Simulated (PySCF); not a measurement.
Delta-SCF ions had no search for a lower state. Excitations are Tamm–Dancoff values on a coarser integration grid. The basis has no diffuse functions, so Rydberg states are missing or too high.

Cartesian coordinates (Å):
```xyz
9

C     -1.2909    -0.0693     0.3179
C      0.1125    -0.4567    -0.0156
Si     1.5483     0.3549     0.4246
H     -1.7976    -0.8613     0.8802
H     -1.8821     0.0975    -0.5894
H     -1.3388     0.8433     0.9159
H      0.2273    -1.3621    -0.6088
H      2.8803    -0.1430     0.0233
H      1.5416     1.5966     1.2295
```
Charge 0, multiplicity 1.

Problem. Estimate the S1–T1 gap (TDA), vertical ionisation energy (Delta-SCF), dipole moment, HOMO–LUMO gap and total energy that PySCF with ωB97X-D3(BJ)/def2-TZVP // PBE0-D3(BJ)/def2-TZVP returns for this input.

Solution. 
The S1–T1 gap (TDA) is 2.70 eV and the vertical ionisation energy (Delta-SCF) is 8.22 eV. The dipole moment comes out as 0.38 D and the HOMO–LUMO gap comes out as 9.31 eV. The total energy is -369.3582 Ha.
